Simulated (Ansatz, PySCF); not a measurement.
The pair A = H2O (SMILES O) (first 3 atoms), B = CH2O (SMILES C=O); geometry from B3LYP-D3(BJ)/def2-TZVP.
(charge 0, multiplicity 1):
```xyz
7

O     -0.150     0.438    -0.115
H      0.492     0.168    -0.779
H     -0.524    -0.382     0.230
C     -0.002     0.572     2.699
O     -0.406    -0.548     2.859
H      1.077     0.812     2.700
H     -0.684     1.428     2.547
```

Frozen-core correlation. Rows in 6-31G* carry no dispersion term and start afresh at each structure (6-31G* with six Cartesian d functions). MP2/6-31G* freezes PySCF's default core.

Run with Ansatz (a first-principles code); PySCF for 6-31G* rows. Each number belongs to the level named beside it.

Total energies (hartree), monomers frozen at their geometry in the pair:

| structure | B3LYP/def2-TZVPPD | MP2/6-31G* | CCSD(T)/aug-cc-pVDZ |
|---|---|---|---|
| AB | -191.0285132 | -190.3703817 | -190.5234590 |
| A in the pair's basis | -76.4694581 | -76.1990242 | -76.2744544 |
| B in the pair's basis | -114.5559665 | -114.1680458 | -114.2450925 |
| A | -76.4694357 | -76.1967487 | -76.2738352 |
| B | -114.5559309 | -114.1671709 | -114.2444073 |

Q: Work out the interaction energy without and with the counterpoise correction, and the superposition error, for each level.

A: 
E(AB) − E(A) − E(B), times 627.509 kcal/mol, with the monomers in their own basis and then in the pair's basis:
- B3LYP/def2-TZVPPD: -1.97 uncorrected, -1.94 corrected; the monomers gain 0.04 kcal/mol from borrowed functions
- MP2/6-31G*: -4.06 uncorrected, -2.08 corrected; the monomers gain 1.98 kcal/mol from borrowed functions
- CCSD(T)/aug-cc-pVDZ: -3.27 uncorrected, -2.45 corrected; the monomers gain 0.82 kcal/mol from borrowed functions
